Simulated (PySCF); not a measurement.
Be2O, neutral, multiplicity 1. Atoms are numbered in the order given.

```xyz
3

Be     0.0000     0.0000    -1.4049
O      0.0000     0.0000     0.0000
Be     0.0000     0.0000     1.4049
```

Geometry: B3LYP-D3(BJ)/def2-TZVPD. The geometry has at least one imaginary mode, so it is a saddle point at that level.

Method: r2SCAN/def2-TZVPD in PySCF.

Mulliken values depend strongly on the basis, most of all with diffuse functions as here. ESP charges are fitted to the potential on shells at 1.4 to 2.0 van der Waals radii. Atomic charges (e):

| atom | Mulliken | ESP fit | IAO |
|---|---|---|---|
| Be1 | -0.29 | 0.03 | (withheld) |
| O2 | 0.58 | -0.07 | (withheld) |
| Be3 | -0.29 | 0.03 | (withheld) |

**Question.** Fill in the missing entries. (An estimate is asked for; the answer gives what the named calculation found.)

**Answer.** 
- Be1, IAO: 0.93
- O2, IAO: -1.85
- Be3, IAO: 0.93
